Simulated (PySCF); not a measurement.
## Dipole response of Xe²⁺ (xenon, charge +2)

[Kr] 4d10 5s2 5p4, high-spin 3P determinant. Calculation: PySCF 2.14, in aug-cc-pVTZ-DK3; scalar relativity by spin-free X2C-1e. Coupled (time-dependent) response in atomic units; α is the mean over directions.

```csv
method,mean α (bohr³),"α xx, yy, zz",C₆ (like pair),S(−4)
wB97X-V,12.77,"12.73, 12.87, 12.73",88.60,27.41
TPSS,12.86,"12.78, 13.03, 12.78",89.99,27.55
```

S(−4) is the Cauchy moment in α(ω) = α(0) + S(−4) ω² + …

Spin-orbit coupling is absent.

α(iu) at wB97X-V:

| u (hartree) | α(iu) (bohr³) |
| --- | --- |
| 0 | 12.77 |
| 0.0500 | 12.71 |
| 0.100 | 12.51 |
| 0.200 | 11.77 |
| 0.300 | 10.74 |
| 0.500 | 8.438 |
| 0.750 | 6.048 |
| 1.00 | 4.412 |
| 1.50 | 2.599 |
| 2.00 | 1.723 |
| 3.00 | 0.9390 |
| 5.00 | 0.4160 |

For an ion, C₆ is the dispersion term alone; charge-induced terms of lower order in 1/R come first.

The components differ because the open shell of this determinant is not spherical; for a pure term their mean is the scalar polarisability.
